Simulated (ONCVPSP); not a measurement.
## Building the ONCV potential for Br (PBE, scalar-relativistic).

ONCVPSP 4.0.1 was run on this input:

```
# ATOM AND REFERENCE CONFIGURATION
# atsym  z   nc   nv     iexc    psfile
  Br 35.00    3    5        4      upf
#
#   n    l    f
    1    0    2.00
    2    0    2.00
    2    1    6.00
    3    0    2.00
    3    1    6.00
    3    2   10.00
    4    0    2.00
    4    1    5.00
#
# PSEUDOPOTENTIAL AND OPTIMIZATION
# lmax
    2
#
#   l,   rc,      ep,       ncon, nbas, qcut
    0    1.10    0.00    4    9   11.90
    1    1.10    0.00    3    6   14.30
    2    0.65    0.00    3    8   21.40
#
# LOCAL POTENTIAL
# lloc, lpopt,  rc(5),   dvloc0
    4    5    0.60    2.00
#
# VANDERBILT-KLEINMAN-BYLANDER PROJECTORs
# l, nproj, debl
    0    3    2.00
    1    2    3.80
    2    1    1.20
#
# MODEL CORE CHARGE
# icmod, fcfact, rcfact
    1    0.55    0.00
#
# LOG DERIVATIVE ANALYSIS
# epsh1, epsh2, depsh
  -10.00    5.00    0.04
#
# OUTPUT GRID
# rlmax, drl
    6.00    0.01
#
# TEST CONFIGURATIONS
# ncnf
    4
# nvcnf
#   n    l    f
    5
    3    0    2.00
    3    1    6.00
    3    2   10.00
    4    0    2.00
    4    1    4.00
#
    5
    3    0    2.00
    3    1    6.00
    3    2   10.00
    4    0    2.00
    4    1    3.00
#
    5
    3    0    2.00
    3    1    6.00
    3    2   10.00
    4    0    2.00
    4    1    2.00
#
    5
    3    0    2.00
    3    1    6.00
    3    2    9.00
    4    0    2.00
    4    1    5.00
#
```

Command:

```bash
oncvpsp.x < Br.dat > Br.out
```

The program printed (shortened: citation, most of the input echo, consistency checks and plot data are left out):

```
ONCVPSP  (Optimized Norm-Conservinng Vanderbilt PSeudopotential)
scalar-relativistic version 4.0.1

#   n    l    f        energy (Ha)
    1    0    2.00    -4.8943222E+02
    2    0    2.00    -6.3690277E+01
    2    1    6.00    -5.6173473E+01
    3    0    2.00    -8.7490983E+00
    3    1    6.00    -6.3757134E+00
    3    2   10.00    -2.4518416E+00
    4    0    2.00    -7.3992800E-01
    4    1    5.00    -2.8883916E-01

Reference configufation results
  iterations    24
  all-electron total energy (Ha)   -2.60641272D+03

Begin loop to  construct optimized pseudo wave functions
and semi-local pseudopoentials for all angular momenta

   Wellstate for l =  0  n =  5
     eigenvalue =   1.2601
     asymptotic potential =   1.7601
     half-point radius =  2.5938

Calculating optimized projector #   1

 for l=   0

    Fraction of norm inside rc  0.985668
    Optimizing pswf for qcut=  11.91 a_B^-1,  ecut=  70.93 Ha
    Residual kinetic energy error=  3.60D-07 Ha

    Energy error per electron        Cutoff
         Ha          eV             Ha
         0.01000     0.27211       21.78
         0.00100     0.02721       27.88
         0.00010     0.00272       50.70
         0.00001     0.00027       60.10

Calculating optimized projector #   2

 for l=   0

    Fraction of norm inside rc  0.147297
    Optimizing pswf for qcut=  11.91 a_B^-1,  ecut=  70.93 Ha
    Residual kinetic energy error=  3.65D-06 Ha

    Energy error per electron        Cutoff
         Ha          eV             Ha
         0.01000     0.27211       19.07
         0.00100     0.02721       43.48
         0.00010     0.00272       57.16
         0.00001     0.00027       66.58

Calculating optimized projector #   3

 for l=   0

    Fraction of norm inside rc  0.081423
    Optimizing pswf for qcut=  11.91 a_B^-1,  ecut=  70.93 Ha
    Residual kinetic energy error=  3.71D-06 Ha

    Energy error per electron        Cutoff
         Ha          eV             Ha
         0.01000     0.27211       18.39
         0.00100     0.02721       42.71
         0.00010     0.00272       57.42
         0.00001     0.00027       67.13

Calculating optimized projector #   1

 for l=   1

    Fraction of norm inside rc  0.976435
    Optimizing pswf for qcut=  14.31 a_B^-1,  ecut= 102.36 Ha
    Residual kinetic energy error=  6.30D-08 Ha

    Energy error per electron        Cutoff
         Ha          eV             Ha
         0.01000     0.27211       55.22
         0.00100     0.02721       67.30
         0.00010     0.00272       77.58
         0.00001     0.00027       85.76

Calculating optimized projector #   2

 for l=   1

    Fraction of norm inside rc  0.075381
    Optimizing pswf for qcut=  14.31 a_B^-1,  ecut= 102.36 Ha
    Residual kinetic energy error=  1.80D-08 Ha

    Energy error per electron        Cutoff
         Ha          eV             Ha
         0.01000     0.27211       44.58
         0.00100     0.02721       59.22
         0.00010     0.00272       71.81
         0.00001     0.00027       82.28

Calculating optimized projector #   1

 for l=   2

    Fraction of norm inside rc  0.657763
    Optimizing pswf for qcut=  21.39 a_B^-1,  ecut= 228.70 Ha
    Residual kinetic energy error=  4.07D-05 Ha

    Energy error per electron        Cutoff
         Ha          eV             Ha
         0.01000     0.27211      170.24
         0.00100     0.02721      196.53
         0.00010     0.00272      218.30
         0.00001     0.00027      611.58

Construct Vanderbilt / Kleinmman-Bylander projectors

B matrix Hermiticity error, ll=   0
   1   2    2.0913E-03
   1   3   -1.9037E-03
   2   3    1.6759E-04

  Orthonormal projector coefficients  3.1378E+01  8.2079E+00  1.1463E+00

B matrix Hermiticity error, ll=   1
   1   2    1.1411E-03

  Orthonormal projector coefficients  9.3577E+00 -3.3237E+00

Model core correction analysis
  based on d2Exc/dn_idn_j

d2excae - all-electron derivatives

   -5.103395D-02   -4.814706D-02   -4.023165D-02   -3.137360D-03
   -1.778859D-03
   -4.817079D-02   -4.728058D-02   -3.988804D-02   -3.140578D-03
   -1.823735D-03
   -4.035077D-02   -4.000073D-02   -4.062615D-02   -3.148005D-03
   -1.697822D-03
   -3.965368D-03   -4.186699D-03   -4.467117D-03   -1.574797D-03
   -5.321795D-04
   -2.242163D-03   -2.415956D-03   -2.470529D-03   -7.735501D-04
   -2.854559D-04

d2excps - pseudofunction derivatives with no core correction

   -6.274357D-02   -4.765065D-02   -4.551536D-02   -4.989772D-03
   -2.132352D-03
   -4.767509D-02   -4.739773D-02   -4.451876D-02   -3.003125D-03
   -1.819192D-03
   -4.563539D-02   -4.463130D-02   -4.416393D-02   -3.490751D-03
   -2.010027D-03
   -5.817175D-03   -4.048561D-03   -4.810151D-03   -1.781070D-03
   -5.464078D-04
   -2.595479D-03   -2.411060D-03   -2.782944D-03   -7.877699D-04
   -2.881095D-04

rms 2nd derivative error    3.203056E-03

Polynomial model core charge

d2excps - pseudofunction derivatives with core correction

   -4.499964D-02   -4.409520D-02   -4.249347D-02   -2.897028D-03
   -1.798722D-03
   -4.411867D-02   -4.629282D-02   -4.321860D-02   -2.578667D-03
   -1.703939D-03
   -4.261225D-02   -4.333117D-02   -4.249803D-02   -3.140527D-03
   -1.883526D-03
   -3.724519D-03   -3.624099D-03   -4.459921D-03   -1.535419D-03
   -5.077246D-04
   -2.261759D-03   -2.295805D-03   -2.656438D-03   -7.490862D-04
   -2.772172D-04

rms 2nd derivative error    2.068757E-03

Pseudoatom total energy -416.037393

Diagnostic tests using Vanderbilt-Kleinman-Bylander pseudopotentials
  1 or more projectors used as specified by nproj input data

   l    rcore       rmatch      e in        delta e   norm test  slope test

   0   1.1007880   1.1342103  -8.7490983   0.0000216   1.0004276   1.0003673
   0   1.1007880   1.1342103  -0.7399280   0.0000133   1.0000727   1.0000477
   0   1.1007880   1.1342103   1.2600720   0.0001008   1.0003645   1.0003645

   1   1.1007880   1.1342103  -6.3757134  -0.0001156   1.0004287   1.0003944
   1   1.1007880   1.1342103  -0.2888392   0.0000115   1.0000408   1.0000666

   2   0.6502515   0.6699946  -2.4518416  -0.0002010   0.9999973   0.9999859

 Testing for bound ghosts
   n   l    E NL Schr. Eq   E Basis Diag.   E Cutoff

   1   0       -8.749077       -8.749076    371.75
   2   0       -0.739915       -0.692819    371.75

   2   1       -6.375829       -6.375811    129.61
   3   1       -0.288828       -0.164338    129.61

   3   2       -2.452043       -2.436755    610.02

 Testing for highly-localized positive-energy ghosts
       l    <radius>/rc     E Basis Diag.   E Cutoff

Test configuration 0

   n   l     f        eae           eps        diff
   1   0  2.0000 -489.43222259
   2   0  2.0000  -63.69027665
   2   1  6.0000  -56.17347329
   3   0  2.0000   -8.74909825   -8.74907670    2.16D-05
   3   1  6.0000   -6.37571341   -6.37582896   -1.16D-04
   3   2 10.0000   -2.45184156   -2.45204256   -2.01D-04
   4   0  2.0000   -0.73992800   -0.73991469    1.33D-05
   4   1  5.0000   -0.28883916   -0.28882769    1.15D-05

    Total energies and differences
      AE_ref= -2.60641272D+03  AE_tst= -2.60641272D+03  dif=  0.00D+00
      PS_ref= -4.16037393D+02  PS_tst= -4.16037393D+02  dif= -1.71D-13
      PSP excitation error=  1.71D-13

Test configuration 1

   n   l     f        eae           eps        diff
   1   0  2.0000 -489.85009186
   2   0  2.0000  -64.10483209
   2   1  6.0000  -56.58846601
   3   0  2.0000   -9.16127904   -9.16125022    2.88D-05
   3   1  6.0000   -6.78781641   -6.78782432   -7.92D-06
   3   2 10.0000   -2.86339271   -2.86356574   -1.73D-04
   4   0  2.0000   -1.11700682   -1.11699107    1.57D-05
   4   1  4.0000   -0.64203818   -0.64201907    1.91D-05

    Total energies and differences
      AE_ref= -2.60641272D+03  AE_tst= -2.60595137D+03  dif=  4.61D-01
      PS_ref= -4.16037393D+02  PS_tst= -4.15575975D+02  dif=  4.61D-01
      PSP excitation error= -6.48D-05

Test configuration 2

   n   l     f        eae           eps        diff
   1   0  2.0000 -490.33541981
   2   0  2.0000  -64.58373501
   2   1  6.0000  -57.06818863
   3   0  2.0000   -9.63552652   -9.63560952   -8.30D-05
   3   1  6.0000   -7.26187731   -7.26170827    1.69D-04
   3   2 10.0000   -3.33636511   -3.33652585   -1.61D-04
   4   0  2.0000   -1.53753508   -1.53752228    1.28D-05
   4   1  3.0000   -1.03727758   -1.03724180    3.58D-05

    Total energies and differences
      AE_ref= -2.60641272D+03  AE_tst= -2.60511493D+03  dif=  1.30D+00
      PS_ref= -4.16037393D+02  PS_tst= -4.14739422D+02  dif=  1.30D+00
      PSP excitation error= -1.81D-04

Test configuration 3

   n   l     f        eae           eps        diff
   1   0  2.0000 -490.87923066
   2   0  2.0000  -65.11756358
   2   1  6.0000  -57.60327114
   3   0  2.0000  -10.16203841  -10.16238708   -3.49D-04
   3   1  6.0000   -7.78806765   -7.78764322    4.24D-04
   3   2 10.0000   -3.86086265   -3.86103096   -1.68D-04
   4   0  2.0000   -1.99197313   -1.99196966    3.47D-06
   4   1  2.0000   -1.46583636   -1.46576856    6.78D-05

    Total energies and differences
      AE_ref= -2.60641272D+03  AE_tst= -2.60386608D+03  dif=  2.55D+00
      PS_ref= -4.16037393D+02  PS_tst= -4.13490415D+02  dif=  2.55D+00
      PSP excitation error= -3.40D-04

Test configuration 4

   n   l     f        eae           eps        diff
   1   0  2.0000 -490.42706587
   2   0  2.0000  -64.74355653
   2   1  6.0000  -57.22287383
   3   0  2.0000   -9.64791800   -9.66400654   -1.61D-02
   3   1  6.0000   -7.26610527   -7.26493515    1.17D-03
   3   2  9.0000   -3.33567690   -3.33222257    3.45D-03
   4   0  2.0000   -1.21725267   -1.21800002   -7.47D-04
   4   1  5.0000   -0.70971378   -0.70965551    5.83D-05

    Total energies and differences
      AE_ref= -2.60641272D+03  AE_tst= -2.60352999D+03  dif=  2.88D+00
      PS_ref= -4.16037393D+02  PS_tst= -4.13155291D+02  dif=  2.88D+00
      PSP excitation error=  6.27D-04
```

The run took about 3.5 s on one core of a shared server CPU.
